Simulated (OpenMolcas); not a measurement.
# Sn I: CASPT2 settings compared

```
Program             : OpenMolcas
Basis               : ANO-R3 [8s7p5d3f2g1h]
Scalar Hamiltonian  : X2C, finite nucleus
Active space        : 4 electrons in 4 orbitals (5s 5p)
State averaging     : 2S+1 = 3 even, 3 roots; 2S+1 = 1 even, 6 roots kept (CI in the orbitals of an earlier block); 2S+1 = 5 odd, 1 root
Spin-orbit coupling : state interaction with AMFI integrals over the reference wave functions, term energies averaged over their components
```

Methods on the same reference wave functions:
A. CASSCF
B. SS-CASPT2, IPEA 0.35 Eh, sigma2 regulariser 0.2 Eh (closed shells correlated: none)
C. XMS-CASPT2, IPEA 0.6 Eh, sigma1 regulariser 0.5 Eh (closed shells correlated: 4d)
D. XMS-CASPT2, IPEA 0.15 Eh, imaginary shift 0.15 Eh (closed shells correlated: 4d)

Energies in eV above 5s² 5p² ³P₀, the measured ground level; measured values from NIST Handbook of Basic Atomic Spectroscopic Data.

```
      Level       A       B       C       D  Measured
5s² 5p² ³P₀  0.0000  0.0000  0.0000  0.0000    0.0000
5s² 5p² ³P₁  0.1808  0.1880  0.1799  0.1805    0.2098
5s² 5p² ³P₂  0.3916   0.380   0.371   0.374    0.4250
5s² 5p² ¹D₂  1.3099   1.005   0.983   1.011    1.0679
5s² 5p² ¹S₀  2.1948   1.969   2.227   2.205    2.1279
5s 5p³ ⁵S°₂  3.4757   4.112   4.809   4.882    4.9129
```

Deviations, from unrounded energies. A percentage is the sum of absolute deviations over the sum of measured energies, with the sign that they share, or ± where signs differ.

| Against measurement | Levels | A | B | C | D |
| --- | --- | --- | --- | --- | --- |
| mean absolute deviation (cm-1) | 5 | 2900 | 1800 | 600 | 390 |
| fine structure of the ground term (%) | 2 | -9.8 | -10.5 | -13.2 | -12.6 |
| other terms of the ground configuration (%) | 2 | +9.7 | -7.0 | ±5.7 | ±4.2 |
| other configurations (%) | 1 | -29.3 | -16.3 | -2.1 | -0.6 |

D lies closest to measurement on these levels and A furthest from it. The largest miss of D in the table is 5s² 5p² ¹S₀, by +620 cm-1. The ranking rests on the paired levels alone, and a cruder setting can come out closer through cancelling errors.

Among B to D the level of the table that moves most is 5s 5p³ ⁵S°₂, by 6200 cm-1 (lowest in B, highest in D). Moves below CASPT2's spread within the term are not significant.

The two smallest mean deviations differ by little beside CASPT2's spread within terms, so their order carries little weight.

From A to B the spin-free energies of the other terms of 5s² 5p² shown, above ³P, scale by factors of 0.66 to 0.87.

The lowest spin-free term lies below A's lowest term by 0.039 hartree in B, 0.524 hartree in C, 0.536 hartree in D.

CASPT2 does not keep the components of a term degenerate, so their means are used; among the terms shown or strongly mixed into the levels shown the widest spread is 680 cm-1 (5s² 5p² ¹D, C). Terms from blocks run as CI alone lack orbitals of their own. Terms of s pⁿ other than that of highest spin mix with s² pⁿ⁻² d, which this space lacks; all of them can be thousands of cm-1 off, and some have no real level of that name. Measured partners are found by configuration, term and J. A level has none where our copy of the source lacks it or the pairing is in doubt (some pairs that miss far off the trend of their configuration count as doubtful), and it then counts in no deviation. Levels of configurations outside the active space are missing.

° marks odd parity.
